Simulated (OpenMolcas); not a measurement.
Mn2+ in CaF2: curves along the breathing mode

Mn2+ with its 8 nearest fluoride ions, on the Ca site of CaF2 (a = 5.46294 Å, distance in the model lattice 2.366 Å). The rest of the host is ab initio model potentials to 7.6 Å and point charges beyond; the distance is set by hand and nothing relaxes. Ligand basis ANO-RCC-VDZP.

```yaml
Program: OpenMolcas
Method: CASSCF
Basis: ANO-RCC-VDZP [5s4p2d1f]
Scalar_Hamiltonian: DKH2, point nucleus
Active_space: 5 electrons in 5 orbitals (3d)
State_averaging: 2S+1 = 6 even, 1 root; 2S+1 = 4 even, 24 roots; 2S+1 = 2 even, 75 roots
Spin-orbit_coupling: state interaction with AMFI integrals over the reference wave functions
```

Spin-free energies (labels of O, the rotations of Oh) in cm-1 above the lowest fitted minimum, as all ligands move together:

```csv
R (Å),6A1,4E,4E(2)
2.151,250,31820,39370
2.202,440,32010,39580
2.253,3270,34830,42410
2.354,15440,47000,54600
2.405,24400,55960,63560
2.455,34740,66290,73910
```

Cubic fits give the following; the wavenumber is harmonic, with the mass of all moving ligands, small differences in it between states hang on the degree of the fit, a number in brackets counts states of one label, and the table is a selection of at most 14 states with clean curves.

| State | R0 (Å) | Breathing mode (cm-1) | Minimum (cm-1) |
| --- | --- | --- | --- |
| 6A1 | 2.172 | 483 | 0 |
| 4E | 2.172 | 483 | 31570 |
| 4E(2) | 2.172 | 483 | 39130 |

Without dynamic correlation the repulsion within the d shell is too large (B by tens of per cent), so at a given field states of lower spin stand too high. Ligand-to-metal charge-transfer states are missing. With no ligand orbital active B as a rule stays too high, so bands that hang on it stand too high and its fall with covalency is understated. With metal d orbitals alone and no dynamic correlation 10Dq can be off by a tenth to a fifth, either way, in oxide and fluoride hosts. A group larger than the point group allows holds several states that coincide in this model. No measured value stands beside these numbers.
